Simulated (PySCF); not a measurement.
Atoms are numbered as in `[CH:1]#[C:2][CH2:3][C:4]#[C:5][C:6]([CH3:7])=[O:8]`; H(Xn) means a hydrogen on atom n.

GIAO PBE0/pcSseg-1 shifts (PySCF 2.14.0 with density-fitted response routines, gas phase, non-relativistic, equivalent atoms averaged), each against references optimised in the same way as the molecule (TMS, H2O).

On the GFN2-xTB geometry: C6 187.5, C4 94.0, C5 86.0, C2 81.5, C1 77.1, C7 36.3, C3 11.9, O8 701.5, H(C3) 3.47, H(C7) 2.36, H(C1) 1.59 ppm.

Task: What changes on the PBE0-D3(BJ)/def2-SVP geometry?

Result: 
```csv
atoms,δ (ppm),change
C6,185.5,-2.0
C4,89.9,-4.1
C5,84.9,-1.1
C2,78.9,-2.6
C1,76.3,-0.8
C7,35.1,-1.2
C3,11.6,-0.3
O8,704.2,+2.7
H(C3),3.33,-0.14
H(C7),2.30,-0.06
H(C1),2.01,+0.42
```

Bonds between heavy atoms that differ most (equivalent bonds averaged): C5–C6 1.437 → 1.459 Å, C1–C2 1.196 → 1.209 Å, C3–C4 1.448 → 1.459 Å, C4–C5 1.204 → 1.213 Å, C2–C3 1.453 → 1.462 Å. Mean change of bonds to hydrogen: C–H +0.013 Å. The two structures also differ in conformation, which adds to the changes.
